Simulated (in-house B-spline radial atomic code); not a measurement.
How numerical settings move a run on Ba³⁺, [Kr] 4d10 5s2 5p5. Computed with an all-electron radial atomic-structure program (B-spline basis): scalar-relativistic (X2C) BLYP, spin-polarised, spherical fractional occupations, Fermi nucleus of rms radius 4.8378 fm.

Command:
```bash
python run_scf.py task.json out
```
Settings of the sound reference run:
```
Z                56
electrons        53
configuration    [Kr] 4d10 5s2 5p5
hamiltonian      x2c
method           b88,lyp
spin_polarised   True
nucleus          fermi
rms_radius       4.8378
mass_number      138
atomic_mass      137.9052
speed_of_light   137.036
knot_spacing     0.22
spline_order     8
gauss_points     12
box_radius       16.22
max_iterations   70
damping          0.5
damped_steps     3
diis_vectors     10
tolerance        1e-08
start            Thomas-Fermi
```

Time taken, with all properties: 0.41 s on 1 thread of Arm Neoverse N1 (shared host).

It converges in 9 iterations to -8133.223961 hartree, with 5p down at -41.5229 eV. The other runs change the listed settings, some to values that make no sense; their results aren't properties of the atom or ion. Radii are in bohr (the nuclear one in fm), a minus after a letter asks for a j subshell, and «unchanged» means within 1e-8 hartree. The run stops when the residual is below 10 × tolerance × max(1, Z/10), or a noise floor if that is larger, and the energy moves by less than 1e-8 × √|E| hartree; so very loose and very tight tolerances often act alike.

| changed settings | outcome |
| --- | --- |
| electrons = 61, configuration = [Kr] 4d10 5s2 5p5 7s2 7p6, max_iterations = 50 | converged in 13 iterations to -8133.0924 hartree, a different physical problem (warning: 7s up has a positive eigenvalue: unbound, held by the box) |
| first_knot = 0.0536, max_iterations = 75, damping = 0.95, diis_vectors = 1 | converged in 67 iterations, energy +7.84e+00 hartree from the reference, 5p down level -8.3e-03 eV |
| damped_steps = 30 | converged in 18 iterations, energy unchanged, 5p down level +4.1e-06 eV |
| knot_spacing = 1.4, spline_order = 3, max_iterations = 50, damping = 0.2, diis_vectors = 1 | converged in 8 iterations, energy +3.33e+02 hartree from the reference, 5p down level +2.4e+00 eV |
| hamiltonian = dirac, method = tpss,tpss, spin_polarised = False | stopped with error: meta-GGAs are not served with the Dirac Hamiltonian |
| damped_steps = 0 | converged in 8 iterations, energy unchanged, 5p down level +5.9e-06 eV |
| spline_order = 10 | converged in 9 iterations, energy -3.40e-06 hartree from the reference, 5p down level -6.5e-06 eV |
| spline_order = 3 | converged in 9 iterations, energy +2.65e-01 hartree from the reference, 5p down level +4.5e-03 eV |
| spline_order = 6 | converged in 9 iterations, energy +5.74e-06 hartree from the reference, 5p down level +3.0e-06 eV |
| spline_order = 4 | converged in 9 iterations, energy +5.05e-03 hartree from the reference, 5p down level +3.7e-05 eV |
| electrons = 56, configuration = [Kr] 4d10 5s2 5p5 6s3, max_iterations = 75 | stopped with error: shell 6s holds at most 1 electrons (per spin) |
| damped_steps = 1 | converged in 8 iterations, energy unchanged, 5p down level -1.1e-05 eV |
| damped_steps = 8 | converged in 12 iterations, energy unchanged, 5p down level +1.0e-05 eV |

Problem. What happens with spline_order = 7?

Solution. Converged in 9 iterations, energy -2.31e-06 hartree from the reference, 5p down level -6.8e-06 eV.

Problem. What happens with tolerance = 1e-06?

Solution. Converged in 8 iterations, energy unchanged, 5p down level +2.6e-04 eV.

Problem. What happens with gauss_points = 3, first_knot = 0.0536, max_iterations = 75, start = bare nucleus?

Solution. Not converged after 75 iterations, last residual 1.8e+01, last energy +8.25e+03 hartree from the reference.

Problem. What happens with max_iterations = 100, damping = 0.2, damped_steps = 0, diis_vectors = 1, tolerance = 1e-10?

Solution. Converged in 72 iterations, energy unchanged, 5p down level +7.8e-06 eV.
